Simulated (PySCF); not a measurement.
# Circular dichroism: SMILES C=C[C@@H]1OC[C@H]1CC, C7H12O

Geometry (Å), atoms numbered from 1 in this order:
```xyz
20

C     3.058    0.970   -0.282
C     2.272    0.081    0.297
C     0.870    0.358    0.722
O     0.473   -0.338    1.914
C    -0.610   -0.993    1.255
C    -0.231   -0.364   -0.091
C    -1.268    0.514   -0.771
C    -2.360   -0.320   -1.432
H     2.734    1.983   -0.460
H     4.054    0.723   -0.605
H     2.606   -0.931    0.476
H     0.700    1.437    0.823
H    -1.576   -0.672    1.658
H    -0.530   -2.081    1.323
H     0.180   -1.083   -0.803
H    -1.713    1.186   -0.034
H    -0.767    1.126   -1.525
H    -1.935   -0.963   -2.200
H    -3.102    0.325   -1.895
H    -2.858   -0.948   -0.697
```

Method: TDDFT wB97X-D/def2-SVPD circular dichroism and optical rotation, one conformer, gas phase (PySCF 2.14.0). Geometry: GFN2-xTB.

The molecule is flexible and this is one conformer; a measurement averages over conformers.

Task: Assign R or S to each stereocentre.

Result: C3 S, C6 R.

Task: Which excitations and rotatory strengths does the calculation give?

Result: Rotatory strengths R in 10⁻⁴⁰ esu² cm², velocity form and length form (origin at the centre of mass); f in length form.
| state | E (eV) | λ (nm) | f | R (velocity) | R (length) | main |
| --- | --- | --- | --- | --- | --- | --- |
| 1 | 6.56 | 189 | 0.030 | +10.1 | +10.3 | HOMO→LUMO 0.80, HOMO−1→LUMO 0.13 |
| 2 | 7.20 | 172 | 0.373 | +63.8 | +62.7 | HOMO−1→LUMO 0.75, HOMO→LUMO 0.15 |
| 3 | 7.55 | 164 | 0.009 | +39.5 | +39.5 | HOMO→LUMO+4 0.54, HOMO→LUMO+1 0.18 |
| 4 | 7.70 | 161 | 0.060 | +3.8 | +6.7 | HOMO→LUMO+2 0.23, HOMO−1→LUMO+2 0.19 |
| 5 | 7.85 | 158 | 0.001 | +4.4 | +4.0 | HOMO→LUMO+2 0.30, HOMO→LUMO+3 0.28 |
| 6 | 8.06 | 154 | 0.035 | -39.2 | -41.1 | HOMO→LUMO+3 0.23, HOMO→LUMO+1 0.17 |
| 7 | 8.17 | 152 | 0.022 | +17.4 | +16.9 | HOMO−2→LUMO 0.85 |
| 8 | 8.29 | 150 | 0.011 | +3.5 | +2.2 | HOMO−1→LUMO+3 0.51, HOMO−1→LUMO+2 0.12 |
| 9 | 8.36 | 148 | 0.047 | -87.8 | -89.2 | HOMO−3→LUMO 0.28, HOMO−5→LUMO 0.14 |
| 10 | 8.41 | 147 | 0.004 | -8.3 | -8.3 | HOMO−1→LUMO+2 0.21, HOMO−3→LUMO 0.17 |
| 11 | 8.56 | 145 | 0.011 | +27.2 | +28.6 | HOMO−1→LUMO+4 0.53, HOMO−1→LUMO+6 0.09 |
| 12 | 8.62 | 144 | 0.013 | +19.1 | +18.4 | HOMO−1→LUMO+1 0.34, HOMO→LUMO+5 0.10 |
| 13 | 8.80 | 141 | 0.039 | +49.5 | +50.5 | HOMO−3→LUMO 0.30, HOMO−6→LUMO 0.25 |
| 14 | 8.98 | 138 | 0.011 | -10.0 | -10.2 | HOMO−2→LUMO+1 0.53, HOMO−2→LUMO+4 0.10 |
| 15 | 9.04 | 137 | 0.012 | +1.1 | +1.0 | HOMO→LUMO+7 0.14, HOMO→LUMO+5 0.13 |
| 16 | 9.09 | 136 | 0.018 | -18.3 | -17.0 | HOMO→LUMO+7 0.28, HOMO→LUMO+5 0.16 |

Among the states computed, the strongest CD band (largest |R|) is state 9. The largest dissymmetry factor in size, g = 4R/(D+G), with D and G the electric and magnetic dipole strengths, is +0.046 for state 3 (velocity form, f = 0.010), among bands with |R| over 0.5. The mirror image has the same energies and oscillator strengths and all R with the opposite sign.
